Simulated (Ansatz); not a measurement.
Al₅Ru₂⁻, relaxed as a singlet with RKS PBE-D4/def2-SVPD in Ansatz, starting from the GFN1-xTB geometry. Force threshold 0.02 eV/Å.

In the def2 sets Ru takes a core potential; there is no spin–orbit coupling. The structure comes from a short search, and lower isomers may exist.

Start:

```xyz
7

Ru    1.258    0.973    1.081
Ru   -1.782   -0.792   -1.277
Al    2.067    1.596   -1.209
Al   -0.359    0.253    2.853
Al    0.196    0.154   -2.517
Al    0.520   -1.145   -0.147
Al   -1.900   -1.039    1.215
```

```
         step  energy (eV)  largest force component (eV/Å)  SCF passes
            1  -38124.3036                           1.917          68
            2  -38125.2606                           0.514          54
            3  -38125.5411                           0.448          61
            4  -38125.8224                           0.523          62
            5  -38126.1319                           0.528          46
            6  -38126.3848                           0.399          35
            7  -38126.5491                           0.412          46
            8  -38126.6921                           0.423          48
            9  -38126.8608                           0.608          53
           10  -38127.0353                           0.408          48
           11  -38127.1939                           0.501          42
           12  -38127.3141                           0.373          43
           13  -38127.5069                           0.425          41
           14  -38127.7240                           0.372          41
           15  -38127.7653                           0.882          42
           16  -38127.8567                           0.171          35
           17  -38127.8957                           0.158          34
           18  -38127.9209                           0.104          33
19 (rejected)  -38127.9124                           0.551          37
           20  -38127.9247                           0.013          27
           21  -38127.9261                           0.030          27
22 (rejected)  -38127.9212                           0.145          27
           23  -38127.9267                           0.007          27
```

Force components are those of the run's own axes.

End:

```xyz
7

Ru    0.692    0.360    0.363
Ru   -1.465   -1.562   -1.475
Al    1.051    2.667    0.283
Al    0.849    0.540    2.687
Al    0.315   -0.142   -2.033
Al    0.188   -2.050    0.114
Al   -1.630    0.186    0.061
```

Bonds lost: Al3–Al5, Al4–Al7 (atoms count from 1). Bonds formed: Ru1–Ru2, Ru1–Al5, Ru1–Al7, Al5–Al7 (atoms count from 1).

The force fell under the threshold at step 20, but the optimiser went on and released 0.002 eV more. No frequencies were taken in this run, so the end may be a saddle point.

Hardware: 4 threads of AMD EPYC 9R45 on a shared host. Wall time 43 s.
